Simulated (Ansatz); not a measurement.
Level of theory: frozen-core CCSD(T)/def2-TZVPP // B3LYP-D3(BJ)/def2-TZVP in Ansatz (a first-principles code).

Ansatz 0.2 input:
```yaml
crystal:
  periodic: [false, false, false]
  atoms:
    - { symbol: I, position_ang: [2.10889, -0.263006, 0.000632] }
    - { symbol: B, position_ang: [-0.000029, 0.000017, 0.000015] }
    - { symbol: I, position_ang: [-0.82668, 1.957886, 0.000187] }
    - { symbol: I, position_ang: [-1.282181, -1.694896, -0.000834] }
basis:
  gaussian: { orbitals: def2-TZVPP }
correlation:
  method: ccsd_t
```

Output:

```
Functional definition: HF
1645 factors; integrals over basis functions are off by at most 9.3e-4 eV
mean field evaluation 1: about -24890.0883 eV, gradient 1.7e1 eV
mean field evaluation 2: about -24890.1301 eV, gradient 1.7e1 eV
mean field evaluation 4: about -24891.4220 eV, gradient 3.0e0 eV
mean field evaluation 8: about -24891.4720 eV, gradient 5.2e-4 eV
mean field evaluation 16: about -24891.3683 eV, gradient 3.0e0 eV
mean field -24891.47199560 eV, -914.7447237925 hartree, gradient 1.6e-6 eV, S^2 0.000000; 0 other end points of the search recorded, 0 dependent functions left out
13 core orbitals not correlated
reference -24891.47199560 eV, -914.7447237925 hartree; 27, 27 occupied and 141, 141 virtual orbitals, 1645 factors
second order -43.37605273 eV of doubles, -0.00000000 eV of singles
cycle   1  -39.68847100 eV  change     3.7e0 eV  update   1.4e-1
cycle   2  -40.71730983 eV  change    -1.0e0 eV  update   4.4e-2
cycle   3  -40.88899449 eV  change   -1.7e-1 eV  update   2.1e-2
cycle   4  -40.82823139 eV  change    6.1e-2 eV  update   7.1e-3
cycle   5  -40.82226480 eV  change    6.0e-3 eV  update   3.7e-3
cycle   6  -40.82673975 eV  change   -4.5e-3 eV  update   9.0e-4
cycle   7  -40.82591400 eV  change    8.3e-4 eV  update   2.6e-4
cycle   8  -40.82569269 eV  change    2.2e-4 eV  update   5.3e-5
cycle   9  -40.82576491 eV  change   -7.2e-5 eV  update   2.2e-5
cycle  10  -40.82577504 eV  change   -1.0e-5 eV  update   5.5e-6
perturbative correction -1.08825073 eV, -0.0399924768 hartree
Total energy: -24933.38602137 eV, -916.2850358292 hartree
```

Cost: about 11 core-minutes (a rough figure).
